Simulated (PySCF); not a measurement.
## How methods differ on the interval between two levels of Te²⁺

Te²⁺ [Kr] 4d10 5s2 5p2 [3P2, M_J = 2] → Te²⁺ [Kr] 4d10 5s1 5p2 6s1 [5P3, M_J = 3], as a difference of total energies. All numbers are calculated (PySCF 2.14, the two-component X2C-1e Hamiltonian, in x2c-SVPall-2c with one added diffuse shell each of s, p type (7s9p4d, 54 functions)). Correlated levels: [Ar] 3d10 frozen; the 6 highest virtual spinors dropped. "Screened" scales the spin-orbit matrix elements by Boettger's factors to mimic the two-electron term; Breit and QED terms are absent.

```tsv
method	interval between two levels (cm⁻¹)
GHF (spin-free)	159450
GMP2 (spin-free)	165360
GHF (screened spin-orbit)	161080
GMP2 (screened spin-orbit)	166710
```

The labels give the starting determinants; with spin-orbit coupling the two ends relaxed to ⟨J²⟩ = 6.01, ⟨L²⟩ = 2.72, ⟨S²⟩ = 1.68 and ⟨J²⟩ = 12.01, ⟨L²⟩ = 2.11, ⟨S²⟩ = 5.94.

The promoted electron is Rydberg-like, and one or two diffuse shells describe it only roughly, which tends to raise the upper state.
